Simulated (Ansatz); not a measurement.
Reaction: NaOH (SMILES [Na][OH]) → NaOH+ (parent SMILES [Na][OH], doublet) + e-
Each species at its own B3LYP-D3(BJ)/def2-TZVP minimum (Ansatz, a quantum-chemistry and plane-wave program).

Wanted: adiabatic ionisation energy (electronic), in eV. UHF or UKS for unpaired electrons; spin-orbit terms are left out. Correlated methods leave the cores frozen. No relativity. CBS(X,Y): correlation extrapolated as X^-3, Hartree-Fock from the larger set. A bracket is a step between two methods taken in the basis named. The spin of HNaO+ (parent SMILES [OH][Na], doublet) was assumed, and the state is the lowest solution found for it.

CCSD(T)/CBS(def2-TZVPP,def2-QZVPP) + [CCSDT(Q) - CCSD(T)]/def2-QZVPP + [CCSDTQ - CCSDT(Q)]/def2-SVP (Ansatz) gives 7.79 eV.

### Question
How far off this value is PBE/def2-TZVPD (Ansatz), in which direction, and how far these levels: r2SCAN/def2-TZVPD, wB97M-V/def2-TZVPD, CCSD(T)/CBS(def2-TZVPP,def2-QZVPP)?

### Answer
PBE gives 7.99 eV, 0.20 eV above it. Differences of the others: r2SCAN/def2-TZVPD (Ansatz) -0.08; wB97M-V/def2-TZVPD (Ansatz) 0.03; CCSD(T)/CBS(def2-TZVPP,def2-QZVPP) (Ansatz) 0.01 eV.
